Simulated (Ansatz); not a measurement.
Cost and result up the ladder for Ga5F (6 atoms). The state is a singlet with charge 0. Geometry: PBE-D4/def2-SVP.

```xyz
6

Ga   -0.282    1.414   -0.315
Ga   -1.444   -0.279   -1.731
Ga    1.353   -0.537   -1.373
Ga   -1.580   -0.577    1.081
Ga    0.999   -1.109    1.176
F     0.954    1.088    1.163
```

Ansatz on 4 threads of Arm Neoverse V2 on a shared host. Times are rough, and most runs start from the orbitals of an earlier one. No level here is sound enough to serve as a yardstick. Binding counts from free atoms at the same level (Ga doublet, F doublet; other spins of the atoms weren't run), without zero-point energy or a counterpoise term.

The 6-31G sets use Cartesian d functions. B3LYP takes the VWN-RPA correlation. HSE06 is defined as in plane-wave codes, on full-range PBE exchange. Correlated methods freeze 46 core orbitals; core or outer-core shells of Ga are correlated, in sets that lack core-valence functions. The rows differ in basis, and correlated rows in double-zeta sets carry the largest basis error. The structure comes from a short search, and lower isomers may exist.

Run but left out: HF/STO-3G, HF/6-31G, PBE-QIDH/def2-TZVP (restricted singlet, unstable in another Hartree–Fock run and untested here).

Correlated methods converge slowly with the basis, most of all in double-zeta sets.

```json
{"level": "PBE-D4/def2-SVP", "functions": "174", "wall time": "2.7 s", "binding energy per atom (eV)": "2.36", "remarks": "restricted SCF unstable in HF"}
{"level": "B3LYP-D4/6-31G", "functions": "154", "wall time": "5.5 s", "binding energy per atom (eV)": "2.12", "remarks": "restricted SCF unstable in HF"}
{"level": "PBE-D4/def2-TZVP (with forces)", "functions": "271", "wall time": "6 s", "binding energy per atom (eV)": "2.32", "remarks": "–"}
{"level": "PBE0-D4/def2-SVP", "functions": "174", "wall time": "7 s", "binding energy per atom (eV)": "2.19", "remarks": "restricted SCF unstable in HF"}
{"level": "PBE-D4/def2-TZVPD", "functions": "310", "wall time": "10 s", "binding energy per atom (eV)": "2.32", "remarks": "restricted SCF unstable in HF"}
{"level": "r2SCAN-D4/def2-TZVP", "functions": "271", "wall time": "12 s", "binding energy per atom (eV)": "2.25", "remarks": "restricted SCF unstable in HF"}
{"level": "RPA@PBE/def2-TZVP", "functions": "271", "wall time": "14 s", "binding energy per atom (eV)": "1.95", "remarks": "–"}
{"level": "HSE06-D4/def2-TZVP", "functions": "271", "wall time": "15 s", "binding energy per atom (eV)": "2.17", "remarks": "restricted SCF unstable in HF"}
{"level": "B3LYP-D4/def2-TZVP", "functions": "271", "wall time": "15 s", "binding energy per atom (eV)": "2.08", "remarks": "restricted SCF unstable in HF"}
{"level": "PBE0-D4/def2-TZVP", "functions": "271", "wall time": "17 s", "binding energy per atom (eV)": "2.17", "remarks": "restricted SCF unstable in HF"}
{"level": "MP2/def2-TZVP", "functions": "271", "wall time": "20 s", "binding energy per atom (eV)": "2.35", "remarks": "restricted SCF unstable"}
{"level": "PBE0-D4/def2-TZVPD", "functions": "310", "wall time": "22 s", "binding energy per atom (eV)": "2.17", "remarks": "restricted SCF unstable in HF"}
{"level": "B3LYP-D4/def2-TZVPD", "functions": "310", "wall time": "25 s", "binding energy per atom (eV)": "2.08", "remarks": "restricted SCF unstable in HF"}
{"level": "CCSD(T)/def2-SVP", "functions": "174", "wall time": "1.9 min", "binding energy per atom (eV)": "1.98", "remarks": "restricted SCF unstable"}
```
